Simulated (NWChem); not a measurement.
## Lowest excitation of AlF2 (+1)

```
Al
F 1 1.6091
F 1 1.6091 2 180.00
```
Charge +1, spin multiplicity 1.

The numbers come from NWChem runs, not from measurements. Structure: optimised with B3LYP/def2-SVP, a minimum by its harmonic frequencies.

Basis set: aug-cc-pVDZ. CR-EOMCCSD(T) is the triples correction to the same EOM-CCSD root.

```json
[
 {"method": "TDA-LDA (SVWN5)", "lowest vertical singlet excitation energy (eV)": "6.12", "difference from EOM-CCSD": "-1.78"},
 {"method": "TD-B3LYP", "lowest vertical singlet excitation energy (eV)": "6.72", "difference from EOM-CCSD": "-1.18"},
 {"method": "TD-PBE", "lowest vertical singlet excitation energy (eV)": "6.14", "difference from EOM-CCSD": "-1.76"},
 {"method": "CIS", "lowest vertical singlet excitation energy (eV)": "9.40", "difference from EOM-CCSD": "+1.50"},
 {"method": "EOM-CCSD", "lowest vertical singlet excitation energy (eV)": "7.90", "difference from EOM-CCSD": "0.00"},
 {"method": "CR-EOMCCSD(T)", "lowest vertical singlet excitation energy (eV)": "7.91", "difference from EOM-CCSD": "+0.01"}
]
```

The values span 3.28 eV, from TDA-LDA (SVWN5) (lowest) to CIS (highest). 

The correlated methods keep 7 core orbitals frozen. B3LYP has NWChem's definition, with VWN1-RPA local correlation. The spin multiplicity of the parent species was assumed, not shown to be that of its ground state. The structure started from a generated list of species. Coupled-cluster values serve here as a point of comparison, not as the truth.
